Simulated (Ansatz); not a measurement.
Cost and result for the atomization energy of C$_{2}$H$_{6}$FNSi (`N/C(F)=C/[SiH3]`) (11 atoms, 10 bonds).

Z-matrix (Å, degrees):
```
Si
C 1 1.844
H 1 1.487 2 107.9
H 1 1.489 2 112.4 3 119.2
H 1 1.489 2 112.6 3 -119.4
C 2 1.334 1 123.5 3 179.7
H 2 1.084 1 120.0 3 0.5
F 6 1.340 2 120.1 1 2.1
N 6 1.364 2 130.1 1 -174.7
H 9 1.005 6 115.8 2 -15.9
H 9 1.007 6 115.6 2 -154.2
```

Charge 0, multiplicity 1. The geometry is a stationary point of PBE0-D4/def2-TZVP. It is one conformer, not always the lowest. Program: Ansatz. All runs use 4 threads of an Arm Neoverse V1 on a shared host. Times are those of one run each, without the atoms' runs, and a repeat can differ threefold. Electronic energies, without spin–orbit coupling; frozen cores. CCSD(T)/CBS adds CCSD(T) − MP2 in def2-TZVPP to the MP2 limit, and its time is that of the two runs behind it. T1 = 0.012. B3LYP takes the VWN-RPA correlation (the form of Gaussian; ORCA's B3LYP/G).

CCSD(T)/CBS is a level of theory with its own doubt, some kJ/mol a heavy atom from the limit and from the frozen cores, so smaller differences don't rank the functionals.

```json
{"level": "PBE-D4/def2-TZVPP (with forces)", "functions": "250", "wall time": "2.4 s"}
{"level": "PBE0-D4/def2-TZVPP", "functions": "250", "wall time": "2.6 s"}
{"level": "B3LYP-D4/def2-TZVPP (with forces)", "functions": "250", "wall time": "4.1 s"}
{"level": "r2SCAN-D4/def2-TZVPP (with forces)", "functions": "250", "wall time": "4.6 s"}
{"level": "B2PLYP/def2-TZVPP", "functions": "250", "wall time": "5 s"}
{"level": "ωB97X-V/def2-TZVPP", "functions": "250", "wall time": "7 s"}
{"level": "ωB97M-V/def2-TZVPP (with forces)", "functions": "250", "wall time": "11 s"}
{"level": "MP2/def2-QZVPP", "functions": "478", "wall time": "21 s"}
{"level": "CCSD(T)/def2-TZVPP", "functions": "250", "wall time": "2.6 min"}
{"level": "CCSD(T)/CBS(def2)", "functions": "–", "wall time": "2.9 min"}
```

Question: What atomization energy does each give, and how far from CCSD(T)/CBS? (Estimate.)

Answer: The calculation gave: 
| level | atomization (kJ/mol) | difference from CCSD(T)/CBS | per bond |
| --- | --- | --- | --- |
| PBE-D4/def2-TZVPP (with forces) | 4134.1 | 108.7 | 10.9 |
| PBE0-D4/def2-TZVPP | 4045.6 | 20.2 | 2.0 |
| B3LYP-D4/def2-TZVPP (with forces) | 4045.2 | 19.8 | 2.0 |
| r2SCAN-D4/def2-TZVPP (with forces) | 4043.2 | 17.8 | 1.8 |
| B2PLYP/def2-TZVPP | 3993.7 | -31.7 | -3.2 |
| ωB97X-V/def2-TZVPP | 4054.0 | 28.6 | 2.9 |
| ωB97M-V/def2-TZVPP (with forces) | 4051.3 | 25.9 | 2.6 |
| MP2/def2-QZVPP | 4044.1 | 18.7 | 1.9 |
| CCSD(T)/def2-TZVPP | 3912.4 | -113.0 | -11.3 |
| CCSD(T)/CBS(def2) | 4025.4 | 0.0 | 0.0 |

The D4 term adds +32.4 kJ/mol with B3LYP and +17.0 kJ/mol with PBE0; it sums over pairs of atoms, weighted by their polarisabilities, and B3LYP, whose exchange is more repulsive, gets the larger term. From PBE to PBE0 (25 % exact exchange), in def2-TZVPP and without D4, the atomization energy moves by −85.3 kJ/mol: exact exchange takes away binding that semilocal exchange gives to molecules. In def2-TZVPP, CCSD(T) changes the Hartree–Fock value by +1045.7 kJ/mol (the triples alone add +64.5 kJ/mol) and MP2 by +1110.3 kJ/mol; breaking electron pairs costs correlation energy, which Hartree–Fock lacks.
